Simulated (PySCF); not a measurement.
Compound: C₅H₄O₃ (charge -1 and doublet state).
Structure used (GFN2-xTB), in Å, numbered top down from 1:
```xyz
12
C5H4O3 angstrom
O      2.0544   -1.4789   -0.2881
C      1.4821   -0.4587    0.1746
O      2.2662    0.4216    0.9784
C      0.1538   -0.0481    0.0143
C     -0.8656   -0.7282   -0.7349
C     -1.9996   -0.0062   -0.6358
O     -1.8394    1.1121    0.1198
C     -0.5013    1.0913    0.5254
H      3.1393    0.0104    0.9933
H     -0.7335   -1.6477   -1.2732
H     -2.9838   -0.1648   -1.0447
H     -0.1714    1.8966    1.1447
```

The hyperfine couplings belong to this conformer and change with its torsions.

The species is `[O-][C](O)C1=COC=C1` [radical] (charge -1).

Method: UKS B3LYP, pcH-1 on C H O, non-relativistic, mean-field spin-orbit, GIAO (PySCF). Whether the extra electron is bound in the gas phase wasn't checked; a finite basis holds it in any case. The geometry wasn't refined by DFT: couplings that depend on bond lengths, twists or pyramidal angles can differ widely from those at the functional's own minimum, by a factor of two or more for some ions and for spin on atoms past the first row. The SCF solution wasn't tested for stability.

Question: Match the computed a_iso(17O) values -17.3, -14.4, -2.1 MHz with the sites O1; O3; O7.

Answer: 
```tsv
site	a_iso (MHz)	ρ(0) (bohr⁻³)	position	distance from C8 (Å)	spin population	largest |T| (MHz)
O1	-17.3	+0.0285	3 bonds from C8	3.71	+0.17	62.0
O3	-2.1	+0.0035	3 bonds from C8	2.88	+0.02	12.0
O7	-14.4	+0.0237	1 bond from C8	1.40	+0.07	42.3
```

Question: Match the computed a_iso(13C) values +48.9, -25.2, +16.0, -6.9, -0.8 MHz with the sites C2; C4; C5; C6; C8.

Answer: 
```json
{"site": "C2", "a_iso (MHz)": "+16.0", "ρ(0) (bohr⁻³)": "+0.0142", "position": "2 bonds from C8", "distance from C8 (Å)": "2.54", "spin population": "+0.25", "largest |T| (MHz)": "52.6"}
{"site": "C4", "a_iso (MHz)": "-25.2", "ρ(0) (bohr⁻³)": "-0.0224", "position": "1 bond from C8", "distance from C8 (Å)": "1.41", "spin population": "0.00", "largest |T| (MHz)": "8.9"}
{"site": "C5", "a_iso (MHz)": "-0.8", "ρ(0) (bohr⁻³)": "-0.0007", "position": "2 bonds from C8", "distance from C8 (Å)": "2.24", "spin population": "+0.01", "largest |T| (MHz)": "0.9"}
{"site": "C6", "a_iso (MHz)": "-6.9", "ρ(0) (bohr⁻³)": "-0.0061", "position": "2 bonds from C8", "distance from C8 (Å)": "2.19", "spin population": "-0.04", "largest |T| (MHz)": "7.3"}
{"site": "C8", "a_iso (MHz)": "+48.9", "ρ(0) (bohr⁻³)": "+0.0435", "position": "largest spin population", "distance from C8 (Å)": "0.00", "spin population": "+0.56", "largest |T| (MHz)": "94.6"}
```

ρ(0) is the spin density at the nucleus and T the dipolar tensor. The Mulliken spin populations are largest on C8 (+0.56), C2 (+0.25), O1 (+0.17) and O7 (+0.07). Three atoms exceed +0.15. The angles at C8 add up to 360.0°, so it is planar.

C2, the radical centre as drawn in `[O-][C](O)c1ccoc1`, holds a spin population of +0.25 out of 1.

The run took 37 s of wall time on one thread, Arm Neoverse V2, on a shared host.
